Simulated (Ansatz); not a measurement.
One change: `CCS[Si](O)(O)O` becomes `O[SiH](F)[Si](O)(O)O`.

Ansatz, PBE0-D4/def2-TZVP geometries, multiplicity 1. Each molecule was computed in one conformer, which needn't be the lowest.

```
                                          property  `CCS[Si](O)(O)O`
                HOMO energy (PBE0/def2-TZVPP) / eV             -6.98
size of the dipole moment (ωB97M-V/def2-TZVPP) / D              0.62
                 HOMO energy (PBE/def2-TZVPP) / eV             -5.73
               HOMO energy (B3LYP/def2-TZVPP) / eV             -6.73
               HOMO–LUMO gap (PBE/def2-TZVPP) / eV              5.31
  size of the dipole moment (B3LYP/def2-TZVPP) / D              0.61
```

Problem. Give the same properties after the change, and the shifts. (An estimate is asked.)

Solution. The calculation gave: 
| property | `O[SiH](F)[Si](O)(O)O` | shift |
| --- | --- | --- |
| HOMO energy (PBE0/def2-TZVPP) / eV | -7.98 | -1.00 |
| size of the dipole moment (ωB97M-V/def2-TZVPP) / D | 1.45 | 0.83 |
| HOMO energy (PBE/def2-TZVPP) / eV | -6.63 | -0.90 |
| HOMO energy (B3LYP/def2-TZVPP) / eV | -7.80 | -1.07 |
| HOMO–LUMO gap (PBE/def2-TZVPP) / eV | 5.67 | 0.36 |
| size of the dipole moment (B3LYP/def2-TZVPP) / D | 1.45 | 0.84 |

With PBE0 the HOMO falls by 1.00 eV and the LUMO falls by 0.60 eV, so the gap widens by about 0.40 eV. PBE moves the HOMO by -0.90 eV and ωB97M-V by -0.91 eV. Dipoles are sizes alone; their direction can turn.

B3LYP here is the variant with VWN-RPA as its local correlation; programs differ in this.
